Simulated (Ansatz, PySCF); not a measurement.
Gas-phase reaction (SMILES): F[Si](F)(F)F + O (H2O) -> O[Si](F)(F)F + F (HF); water cleaves one Si-F bond, a model of a ligand-exchange step.

Structures are relaxed separately at B3LYP-D3(BJ)/def2-TZVP in Ansatz (a first-principles code), one conformer each, not searched for the lowest. Correlated levels leave the core frozen unless marked. Spin-orbit coupling is left out. Non-relativistic. Basis-set limits of correlation are two-point, X^-3; Hartree-Fock from the larger set. [CCSD(T)-MP2]/basis is that difference in the basis named. Thermal terms are rigid-rotor harmonic-oscillator values from B3LYP-D3(BJ) frequencies (Ansatz or PySCF) at 298.15 K and 1 atm. 1 Eh = 627.5095 kcal/mol.

```
species       E, RI-MP2/CBS(aug-cc-pV(T+d)Z,aug-cc-pV(Q+d)Z)+[CCSD(T)-MP2]/aug-cc-pV(T+d)Z (Ansatz) (Eh)  E, PBE/def2-TZVPD (Ansatz) (Eh)  H - E (Eh)  G - E (Eh)
------------  ------------------------------------------------------------------------------------------  -------------------------------  ----------  ----------
F[Si](F)(F)F                                                                                  -688.52919                       -688.81181     0.01842    -0.01381
O (H2O)                                                                                        -76.37791                        -76.38111     0.02495     0.00353
O[Si](F)(F)F                                                                                  -664.50063                       -664.78549     0.03005    -0.00588
F (HF)                                                                                        -100.39388                       -100.39521     0.01259    -0.00713
```

**Question.** Work out ΔE and ΔH, ΔG, ΔS and the equilibrium constant at 298.15 K at the first level, then ΔH at the second.

**Answer.** 
1. ΔE = [(-664.50063) + (-100.39388)] - [(-688.52919) + (-76.37791)] = 0.01259 Eh = 7.9 kcal/mol at RI-MP2/CBS(aug-cc-pV(T+d)Z,aug-cc-pV(Q+d)Z)+[CCSD(T)-MP2]/aug-cc-pV(T+d)Z.
2. The terms H - E add up to -0.00073 Eh, so ΔH = (0.01259 + (-0.00073))×627.5095 = 7.4 kcal/mol.
3. The terms G - E add up to -0.00273 Eh, so ΔG = 6.2 kcal/mol, and ΔS = (-0.00073 - (-0.00273))×627509.5/298.15 = 4.2 cal/(mol K).
4. log10 K = -ΔG/(RT ln 10) = -4.5, with RT ln 10 = 1.3642 kcal/mol.
5. At PBE/def2-TZVPD the same steps give ΔE = 7.7 and ΔH = 7.2 kcal/mol, a shift of -0.2 from the first level.
6. These values are not checked against measurement here, since the tables used lack a sound gas-phase enthalpy of formation for at least one species.
